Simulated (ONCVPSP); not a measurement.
**fluorine (F): from the effect back to the setting (ONCV)**

Base potential:

- Element: F
- Generator: ONCVPSP 4.0.1
- Type: optimised norm-conserving Vanderbilt (ONCV)
- Functional: PBE
- Relativity: scalar-relativistic
- Frozen core: [He]
- Valence charge: 7
- Reference configuration: 2s1.75 2p5.25
- Partial waves: 2s: rc 0.70 bohr, ncon 4, nbas 8, qcut 8.2 1/bohr, 2 projectors, debl 1.4 Ha; 2p: rc 1.10 bohr, ncon 4, nbas 7, qcut 11.4 1/bohr, 2 projectors, debl 2 Ha; d scattering state at 0.32 Ha: rc 1.25 bohr, ncon 3, nbas 7, qcut 7.7 1/bohr, 1 projector
- Local potential: polynomial inside 0.70 bohr (lpopt 5, dvloc0 0 Ha)
- Core correction: Teter function, fcfact 4.5, rcfact 1.05

Cutoffs, loose and tight: the cutoffs (Ha) at which the residual kinetic energy of the hardest occupied pseudo-wave falls to 1 and 0.1 mHa per electron. They do not see the model core or the augmentation charge, which bear on the density cutoff. Test errors are all-electron minus pseudo excitation energies from the reference, over the configurations 2s2 2p5; 2s2 2p4; 2s2 2p3; 2s2 2p2; variants that change the core or the reference have their own tests.

Only the scale of all radii but the core radius (base = 1) is moved:

```
scale of all radii but the core radius (base = 1)  cutoff, loose  cutoff, tight  bound ghosts  largest test error (meV)
                                             0.77         118 Ha         515 Ha             s                      +177
                                             0.87         170 Ha         410 Ha          none                      +251
                                             0.91         198 Ha         398 Ha          none                      +286
                                             0.96         197 Ha         360 Ha          none                      +346
                                              1.1         155 Ha         292 Ha          none                      +520
                                             1.18         115 Ha         247 Ha          none                      +675
                                             1.23          68 Ha         220 Ha          none                      +773
                                             1.32          39 Ha         184 Ha          none                      +950
```

Question: One more run gave cutoff, loose: 164 Ha; cutoff, tight: 307 Ha; bound ghosts: none; largest test error (meV): +463. Which value of the scale of all radii but the core radius (base = 1) was used?

Answer: 1.06. The tight cutoff moves one way along this sweep, from 515 Ha at 0.77 to 184 Ha at 1.32, which places the run between 0.96 and 1.1.
